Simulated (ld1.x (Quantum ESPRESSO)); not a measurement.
u(r) = r·R(r): atom against pseudo-atom (aluminium (Al))

Columns: radius, all-electron u(r) and pseudo u(r) of the 3s shell (level -7.84 eV) of aluminium in the configuration [He] 2s2 2p6 3s2 3p1; LDA (PZ), scalar-relativistic, PAW scheme, ld1.x (Quantum ESPRESSO) 7.5.

```tsv
r (bohr)	all-electron	pseudo
0.057	0.1564	-0.1539
0.115	0.0969	-0.2997
0.172	-0.0220	-0.4227
0.230	-0.1386	-0.5192
0.288	-0.2265	-0.5816
0.345	-0.2792	-0.6077
0.402	-0.3010	-0.5997
0.460	-0.2966	-0.5602
0.518	-0.2713	-0.4949
0.575	-0.2313	-0.4126
0.632	-0.1809	-0.3196
0.690	-0.1226	-0.2208
0.747	-0.0613	-0.1255
0.805	0.0029	-0.0344
0.862	0.0659	0.0470
0.920	0.1286	0.1210
0.977	0.1880	0.1858
1.035	0.2454	0.2451
1.092	0.2984	0.2984
1.150	0.3485	0.3485
1.208	0.3947	0.3947
1.265	0.4362	0.4362
1.322	0.4738	0.4738
1.380	0.5082	0.5082
1.438	0.5388	0.5388
1.495	0.5654	0.5654
```

**Question.** How many radial nodes do the two functions have?

**Answer.** The all-electron 3s function has n − l − 1 = 2; the pseudo-wave has 1, since 1 lower shell of the same l stays in the valence.

**Question.** At about which radius was the pseudo-wave matched?

**Answer.** 1.15 bohr. The columns agree to 0.0005 from 1.03 bohr on; several derivatives are matched, so the curves merge somewhat inside the radius.

**Question.** Is the pseudo-wave norm-conserving?

**Answer.** No, it belongs to a PAW set: the norm inside the radius is not constrained, and the difference is carried by the augmentation charge.
